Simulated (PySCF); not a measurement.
Compound: ZnH₂ (singlet state).
SMILES: `[H][Zn][H]`

The closed-shell ground state was solved at several levels (PySCF, density fitting, gas phase, non-relativistic). Isolated species at its PBE0-D3(BJ)/def2-SVP geometry, gas phase. The dipole stays under 0.02 D at every level.

```
                          level  basis functions  total energy (Eh)  HOMO (eV)  LUMO (eV)  gap (eV)
     PBE/pcJ-1 (pcSseg-1 on Zn)               65         -1780.1009      -6.79       0.15      6.94
                B3LYP/def2-SVPD               50         -1780.3628      -7.77      -0.97      6.80
B3LYP/pcSseg-1 (pcSseg-2 on Zn)               83         -1780.6599      -7.78       0.63      8.41
 PBE0/pcSseg-1 (pcSseg-2 on Zn)               83         -1780.3442      -7.95       0.97      8.92
```

What might PBE/pcSseg-1 (pcSseg-2 on Zn) (83 basis functions) give for the same quantities?

Total energy -1780.3305 Eh, HOMO -6.78 eV, LUMO 0.11 eV, gap 6.89 eV.

Over all these levels, which gives the widest orbital gap and which the narrowest?

PBE0/pcSseg-1 (pcSseg-2 on Zn) (global hybrid, 25 % exact exchange) has the widest, 8.92 eV, and B3LYP/def2-SVPD (global hybrid, 20 % exact exchange) the narrowest, 6.80 eV. Functional and basis both differ between the two, so the spread mixes both effects.

In the pcSseg-1 (pcSseg-2 on Zn) basis, how does the gap go with the fixed share of exact exchange?

PBE (0 %) 6.89 eV; B3LYP (20 %) 8.41 eV; PBE0 (25 %) 8.92 eV. Each rise in the share widens the gap here.
